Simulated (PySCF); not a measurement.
# 4-fluorothiophenol (Fc1ccc(S)cc1, C6H5FS)

Molfile (atoms numbered from 1):
```
C6H5FS
     RDKit          3D

 13 13  0  0  0  0  0  0  0  0999 V2000
   -2.7665    0.7252    0.1694 F   0  0  0  0  0  0  0  0  0  0  0  0
   -1.4777    0.3887    0.1344 C   0  0  0  0  0  0  0  0  0  0  0  0
   -0.5115    1.3859    0.1264 C   0  0  0  0  0  0  0  0  0  0  0  0
    0.8346    1.0324    0.0881 C   0  0  0  0  0  0  0  0  0  0  0  0
    1.2165   -0.3139    0.0582 C   0  0  0  0  0  0  0  0  0  0  0  0
    2.9023   -0.8425    0.0067 S   0  0  0  0  0  0  0  0  0  0  0  0
    0.2228   -1.3018    0.0682 C   0  0  0  0  0  0  0  0  0  0  0  0
   -1.1235   -0.9545    0.1060 C   0  0  0  0  0  0  0  0  0  0  0  0
   -0.8205    2.4325    0.1500 H   0  0  0  0  0  0  0  0  0  0  0  0
    1.5921    1.8196    0.0812 H   0  0  0  0  0  0  0  0  0  0  0  0
    3.4523    0.3887    0.0196 H   0  0  0  0  0  0  0  0  0  0  0  0
    0.5041   -2.3574    0.0459 H   0  0  0  0  0  0  0  0  0  0  0  0
   -1.9053   -1.7162    0.1139 H   0  0  0  0  0  0  0  0  0  0  0  0
  1  2  1  0
  2  3  1  0
  3  4  2  0
  4  5  1  0
  5  6  1  0
  5  7  2  0
  7  8  1  0
  8  2  2  0
  3  9  1  0
  4 10  1  0
  6 11  1  0
  7 12  1  0
  8 13  1  0
M  END
```

Theory: TDDFT CAM-B3LYP/aug-cc-pVDZ excited states, vertical, gas phase in PySCF 2.14.0. Geometry: PBE0-D3(BJ)/def2-SVP.

(1) How strongly do the lowest singlets absorb one photon, and two photons of half the energy?

Results:

(1) δ for parallel linear polarisation; σ at the peak of a Lorentzian of half width 0.1 eV, single beam; Ω is circular over linear.
| state | E (eV) | f | photon λ (nm) | δ (au) | σ (GM) | Ω | main |
| --- | --- | --- | --- | --- | --- | --- | --- |
| S1 | 4.78 | 0.025 | 518 | 16.9 | 0.14 | 1.50 | HOMO→LUMO+1 0.87, HOMO−1→LUMO+3 0.10 |
| S2 | 4.97 | 0.002 | 499 | 11.8 | 0.11 | 1.50 | HOMO→LUMO 0.58, HOMO→LUMO+7 0.16 |
| S3 | 5.43 | 0.193 | 457 | 48.3 | 0.52 | 1.23 | HOMO→LUMO+3 0.90 |
| S4 | 5.70 | 0.016 | 435 | 121 | 1.44 | 1.50 | HOMO→LUMO+5 0.37, HOMO→LUMO 0.19 |
| S5 | 5.98 | 0.003 | 415 | 2.18 | 0.03 | 1.50 | HOMO→LUMO+2 0.62, HOMO→LUMO 0.11 |
| S6 | 6.18 | 0.001 | 401 | 26.1 | 0.36 | 1.50 | HOMO→LUMO+4 0.74, HOMO→LUMO+2 0.11 |

Among these, the strongest one-photon state is S3, the strongest two-photon state S4, with a dipole change of 9.5 D (relaxed, norm of the difference vector).
